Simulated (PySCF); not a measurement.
PySCF input (BP86/def2-SVP):

```python
from pyscf import gto, dft

mol = gto.M(
    atom='''
    Sn    0.00824810    0.00044421   -0.25871245
    F     0.75150045    1.42315253    0.74578065
    F    -0.79732324   -1.42562035    0.69151074
    ''',
    basis='def2-svp',
    ecp='def2-svp',
    charge=1,
    spin=1,
    verbose=4,
)

mf = dft.UKS(mol, xc='bp86')
mf.grids.level = 3
mf.conv_tol = 1e-9
mf.max_cycle = 100
mf.max_memory = 1500
mf.kernel()
if not mf.converged:
    mf = mf.newton()
    mf.kernel(mf.make_rdm1())
mo, _, stable, _ = mf.stability(return_status=True)
if not stable:
    mf.kernel(mf.make_rdm1(mo, mf.mo_occ))
    stable = mf.stability(return_status=True)[2]
mf.dip_moment()
```

### Question
Predict the final energy.

### Answer
-413.61871 Eh.
